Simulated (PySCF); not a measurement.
Distorted geometries of [Ce(PH3)2]3+

[Ce(PH3)2]3+ (singlet in the valence; each metal's 4f electrons, 1 of them, lie in its core potential, out of spins and levels). PySCF 2.14.0, RKS PBE, Ce lcecp-1-SVP with ECP47, P def2-SVP, H def2-SVP; non-relativistic Hamiltonian with scalar-relativistic core potentials where named; density fitting; no spin-orbit coupling. Relaxed geometry:

```xyz
9

Ce    1.0386    0.9586    0.0000
P    -0.1457   -0.1028    2.6223
H     0.8485   -0.3886    3.6172
H    -1.0330    0.8269    3.2611
H    -0.9075   -1.3132    2.5128
P    -0.1457   -0.1028   -2.6223
H     0.8485   -0.3886   -3.6172
H    -0.9075   -1.3132   -2.5128
H    -1.0330    0.8269   -3.2611
```

**Question.** Order these distorted geometries by energy above the relaxed one, lowest first.
A.
```xyz
9

Ce    1.1408    0.9128   -0.0412
P    -0.2048   -0.2478    2.6627
H     0.6845   -0.2386    3.7041
H    -1.1919    0.8275    3.3468
H    -0.8804   -1.1766    2.3378
P     0.0391   -0.1418   -2.6826
H     0.9592   -0.4030   -3.5330
H    -0.9389   -1.3878   -2.6367
H    -1.0444    0.8587   -3.1580
```
B.
```xyz
9

Ce    1.1873    0.8678   -0.0486
P    -0.0955   -0.2099    2.5928
H     0.6807   -0.5003    3.6358
H    -1.1775    0.8913    3.1844
H    -0.8602   -1.2178    2.5087
P    -0.0892   -0.1431   -2.5258
H     0.8550   -0.4671   -3.6324
H    -0.9854   -1.0592   -2.3644
H    -0.9520    0.8417   -3.3506
```
C.
```xyz
9

Ce    0.9158    0.9596    0.0225
P    -0.2334   -0.0202    2.8421
H     0.8771   -0.3920    3.4904
H    -0.9565    0.8204    3.3435
H    -0.8841   -1.3275    2.2611
P     0.0700   -0.1720   -2.6039
H     0.7289   -0.3919   -3.6293
H    -0.7721   -1.3672   -2.5482
H    -1.1824    0.8944   -3.1782
```

**Answer.** B (1.37 eV), A (2.15 eV), C (2.51 eV).

**Question.** Which forces (eV/Å) act in the one that lies 2.15 eV up?

**Answer.** 
```
Ce  -0.18 -0.16  0.45
P    2.76  9.95  1.42
H    0.99 -0.93  1.08
H    1.21 -1.59 -1.29
H   -4.76 -7.31 -1.63
P   -6.14  0.30  3.22
H    3.03 -0.77 -3.38
H    1.55  1.46  0.00
H    1.55 -0.95  0.12
```
Forces carry noise of the integration grid, about 0.01 to 0.03 eV/Å.

An lcecp potential fixes the number of 4f electrons, so in runs with it no electron can move into or out of that shell.
